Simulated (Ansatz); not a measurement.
System: MnF$_{2}$ (charge 0, sextet). The spin state was set by rule; other spins were not relaxed. 
Coordinates optimised at B3LYP-D3(BJ)/def2-TZVP (Ansatz, a program for electronic structure):
```xyz
3

Mn     0.0000     0.0000     0.0000
F      0.0000     0.0000    -1.7976
F      0.0000     0.0000     1.7976
```
Charge 0, spin multiplicity 6.

Basis-set convergence of Hartree-Fock and CCSD correlation energies (hartree) with Ansatz. Cores are frozen in the correlated levels unless marked. UHF or UKS for open shells. Spin-orbit coupling is left out. The frozen core is the preceding noble-gas configuration, with the filled d and f shells of earlier blocks. No relativistic terms.

| basis | functions | E(HF) | E(corr, CCSD) |
|---|---|---|---|
| def2-SVP | 59 | -1348.50680 | -0.47308 |
| def2-TZVPP | 126 | ? | ? |

Problem. Some entries are withheld; supply them.

Solution. 
- def2-TZVPP, E(HF): -1348.92370
- def2-TZVPP, E(corr, CCSD): -0.65101
